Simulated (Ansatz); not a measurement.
Ideal-gas functions of BBrFH2N (`NB(F)Br`) at 600 K and 1 bar, from an Ansatz frequency run at PBE0-D4/def2-TZVP.

Molar mass 125.74 g/mol, point group Cs (symmetry number 1), electronic degeneracy 1, moments of inertia 51.589, 180.139, 231.728 u Å². Harmonic wavenumbers (cm⁻¹, unscaled): 280, 326, 472, 527, 567, 595, 913, 1222, 1445, 1627, 3631, 3742.

Use S(trans) = R[1.5 ln M + 2.5 ln T − 1.1517]; rotational temperatures θ = 24.2544 K / I; S(rot) = R[ln(√π/σ · √(T³/θAθBθC)) + 1.5]; for each mode x = 1.438777 ν̃/T, S = R[x/(eˣ − 1) − ln(1 − e⁻ˣ)] and H = RT x/(eˣ − 1); 1 cm⁻¹ = 0.0119627 kJ/mol; R = 8.31446 J/(mol·K).

By hand: the entropy, in J/(mol·K).

Translation 183.7. Rotation: θ = 0.4701, 0.1346, 0.1047 K, giving 117.9. Vibration, mode by mode: 11.78, 10.57, 7.71, 6.90, 6.37, 6.03, 3.28, 1.83, 1.19, 0.84, 0.01, 0.01, in all 56.5. Electronic 0.0. Sum 358.1 J/(mol·K).

By hand: H − E and G − E in kJ/mol, counted from the electronic energy.

Zero-point energy ½ × 15347 × 0.0119627 = 91.8; thermal vibration 19.7; translation, rotation and pV give 4 RT = 20.0. H − E = 131.5 kJ/mol, and G − E = 131.5 − 600 × 358.1/1000 = -83.4 kJ/mol.

Vibration gives 16 % of the entropy. The sum counts one conformer and one mirror image; others add a mixing term.
